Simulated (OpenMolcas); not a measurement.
**Ar2+: effect of the IPEA shift**

* Program: OpenMolcas
* Basis: ANO-RCC-VTZP [5s4p2d1f]
* Scalar Hamiltonian: DKH2, point nucleus
* Active space: 6 electrons in 9 orbitals (RAS2 3s 3p; RAS3 3d, at most 2 electrons)
* State averaging: 2S+1 = 3 even, 3 roots; 2S+1 = 1 even, 7 roots; 2S+1 = 3 odd, 3 roots; 2S+1 = 1 odd, 3 roots
* Spin-orbit coupling: state interaction with AMFI integrals over the reference wave functions, term energies averaged over their components

Methods on the same reference wave functions:
A. RASSCF
B. MS-RASPT2, IPEA 0 Eh, imaginary shift 0.1 Eh (closed shells correlated: 2s 2p)
C. MS-RASPT2, IPEA 0.25 Eh, imaginary shift 0.1 Eh (closed shells correlated: 2s 2p)

Energies in cm-1 above 3s2 3p4 3P2, the measured ground level; measured values from Saloman, J. Phys. Chem. Ref. Data 39, 033101 (2010).

```tsv
Level	A	B	C	Measured
3s2 3p4 3P2	0.0	0.0	0.0	0.0
3s2 3p4 3P1	995	998	998	1112
3s2 3p4 3P0	1424	1424	1424	1570
3s2 3p4 1D2	16113	14570	14580	14010
3s2 3p4 1S0	35067	33750	33850	33266
3s 3p5 3P* 2	115818	116340	116530	113801
3s 3p5 3P* 1	116722	117240	117430	114797
3s 3p5 3P* 0	117188	117710	117900	115328
```

Deviations, from unrounded energies. A percentage is the sum of absolute deviations over the sum of measured energies, with the sign that they share, or ± where signs differ.

```tsv
Against measurement	Levels	A	B	C
mean absolute deviation (cm-1)	7	1400	1200	1300
fine structure of the ground term (%)	2	-9.8	-9.7	-9.7
other terms of the ground configuration (%)	2	+8.3	+2.2	+2.4
other configurations (%)	3	+1.7	+2.1	+2.3
```

B lies closest to measurement on these levels and A furthest from it. The largest miss of B in the table is 3s 3p5 3P* 2, by +2500 cm-1. The ranking rests on the paired levels alone, and a cruder setting can come out closer through cancelling errors.

Between B and C the level of the table that moves most is 3s 3p5 3P* 1, by 190 cm-1 (lowest in B, highest in C). Moves below CASPT2's spread within the term are not significant.

From A to B the spin-free energies of the other terms of 3s2 3p4 shown, above 3P, scale by factors of 0.90 to 0.96.

The lowest spin-free term lies below A's lowest term by 0.084 hartree in B, 0.083 hartree in C.

CASPT2 does not keep the components of a term degenerate, so their means are used; among the terms shown or strongly mixed into the levels shown the widest spread is 88 cm-1 (3s2 3p4 1D, C). Active for correlation alone: 3d; no level in the range computed is led by a configuration that fills it, so any true level of that kind is missing. Some terms mix strongly with configurations of 3d, whose occupation reaches 0.24 (3s 3p5 3P*). Computed and measured levels are paired by configuration, term and J; levels that our copy of the source lacks, or whose pairing is in doubt (as where it misses far off the trend of its configuration), stay unpaired and out of the deviations. Only configurations of the active space appear. Levels that lie high or do not pair safely by name in every column are left out.

* marks odd parity.
